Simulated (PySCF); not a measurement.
C₄H₈Cl, SMILES [CH2]C(C)(C)Cl, multiplicity 2.

Geometry optimised at PBE-D3(BJ)/def2-SVP. The isomer is the one that the SMILES or the coordinates give; other isomers of the formula were not compared.

Two levels are set side by side: PBE/def2-TZVP (PySCF) and B3LYP/def2-TZVP (PySCF). Same geometry, gas phase. Differences are taken from unrounded values.

```tsv
quantity	PBE
α-spin orbital gap (eV)	4.51
β-spin orbital gap (eV)	3.35
dipole moment (D)	2.17
mean polarisability (bohr³)	66.3
```

Q: These are the PBE values. What does B3LYP give? (An estimate is asked for; the answer gives what the named calculation found.)

A: 
```csv
quantity,B3LYP,PBE minus B3LYP
α-spin orbital gap (eV),6.35,-1.85
β-spin orbital gap (eV),5.28,-1.93
dipole moment (D),2.29,-0.12
mean polarisability (bohr³),64.3,2.0
```

PBE's more diffuse valence density responds more strongly to a field. Differences between two approximate levels are no errors against the true value.

Rough cost on one machine, each run with all the roots and properties that it gave: B3LYP against PBE within a factor of 2.
